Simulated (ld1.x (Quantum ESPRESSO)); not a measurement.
**Before and after: TM potential for germanium (Ge)**

* Element: Ge
* Generator: ld1.x (Quantum ESPRESSO) 7.5
* Type: norm-conserving Troullier–Martins (Kleinman–Bylander form)
* Functional: PBE
* Relativity: fully relativistic
* Frozen core: [Ar] 3d10
* Valence charge: 4
* Reference configuration: 4s2 4p0 (charge +2)
* Partial waves: 4s (bound): rc 1.50 bohr; 4p (bound, empty): rc 1.45 bohr
* Local potential: all-electron potential smoothed inside 1.20 bohr (lloc = -2)
* Core correction: a·sin(br)/r model core inside 0.85 bohr

Open shells are filled in proportion to 2j + 1 (rel_dist='average').

All-electron outer shells of the reference configuration (PBE, scalar-relativistic, ld1.x):

| shell | level (eV) | outermost node (bohr) | outermost maximum (bohr) |
| --- | --- | --- | --- |
| 4s | -29.25 | 0.77 | 1.66 |
| 4p | -19.81 | 0.81 | 1.98 |

Change: wave 4p (bound): rc 1.45 bohr becomes 4p (bound): rc 1.94 bohr.

Cutoffs: the cutoffs (Ry, on a coarse ladder) from which the occupation-weighted sum of valence levels, in a spherical-Bessel basis at the reference potential, stays within 10 and 1 mRy of its value at 400 Ry; they do not see the model core or the augmentation charge, which bear on the density cutoff. Errors are all-electron minus pseudo energies relative to the spin-unpolarised reference configuration.

**Question.** What does the change do?

**Answer.** The potential gets neither clearly harder nor softer (30 Ry and 45 Ry → 30 Ry and 45 Ry); of the 7 tests that both files solve, the error grows in 2 and shrinks in 0 by more than 15 % and 0.3 meV (median size 20.2 → 20.4 meV); neither file shows a bound ghost.

| quantity | base | changed |
| --- | --- | --- |
| cutoff, loose | 30 Ry | 30 Ry |
| cutoff, tight | 45 Ry | 45 Ry |
| bound ghosts | none | none |
| error for 4s2 4p2, meV [ΔE -22.89 eV] | -24 | -25 |
| error for 4s2 4p1, meV [ΔE -15.44 eV] | -13 | -13 |
| error for 4s1 4p0, meV [ΔE 34.79 eV] | -83 | -83 |
| error for 4s1 4p2, meV [ΔE -6.73 eV] | -2.5 | -5.9 |
| error for 4s2 4p1.5, meV [ΔE -20.09 eV] | -20 | -20 |
| error for 4s2 4p2.3, meV [ΔE -23.77 eV] | -24 | -26 |
| error for 4s1 4p3, meV [ΔE -14.92 eV] | -5.5 | -11 |

Base: The cutoffs count occupied waves only; the empty 4p level needs 45 Ry at the loose tolerance.
